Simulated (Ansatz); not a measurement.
Ideal-gas functions of `C[O][Sn][NH2]` at 500 K and 1 bar, from an Ansatz frequency run at PBE0-D4/def2-TZVP.

Molar mass 165.77 g/mol, point group Cs (symmetry number 1), electronic degeneracy 1, moments of inertia 72.585, 165.462, 234.869 u Å². Harmonic wavenumbers (cm⁻¹, unscaled): 106, 139, 165, 249, 332, 415, 517, 599, 632, 1123, 1174, 1187, 1469, 1493, 1493, 1545, 2975, 3024, 3066, 3577, 3689.

Use S(trans) = R[1.5 ln M + 2.5 ln T − 1.1517]; rotational temperatures θ = 24.2544 K / I; S(rot) = R[ln(√π/σ · √(T³/θAθBθC)) + 1.5]; for each mode x = 1.438777 ν̃/T, S = R[x/(eˣ − 1) − ln(1 − e⁻ˣ)] and H = RT x/(eˣ − 1); 1 cm⁻¹ = 0.0119627 kJ/mol; R = 8.31446 J/(mol·K).

**Question.** By hand: the entropy, in J/(mol·K).

**Answer.** Translation 183.3. Rotation: θ = 0.3342, 0.1466, 0.1033 K, giving 116.7. Vibration, mode by mode: 18.22, 15.99, 14.59, 11.26, 9.00, 7.32, 5.74, 4.75, 4.40, 1.44, 1.28, 1.24, 0.64, 0.61, 0.61, 0.54, 0.02, 0.01, 0.01, 0.00, 0.00, in all 97.7. Electronic 0.0. Sum 397.7 J/(mol·K).

**Question.** By hand: H − E and G − E in kJ/mol, counted from the electronic energy.

**Answer.** Zero-point energy ½ × 28969 × 0.0119627 = 173.3; thermal vibration 25.0; translation, rotation and pV give 4 RT = 16.6. H − E = 214.9 kJ/mol, and G − E = 214.9 − 500 × 397.7/1000 = 16.0 kJ/mol.

Vibration gives 25 % of the entropy, 34.2 J/(mol·K) of it from the modes under 150 cm⁻¹: soft modes count most, and the harmonic formula is weakest for them. The sum counts one conformer and one mirror image; others add a mixing term.
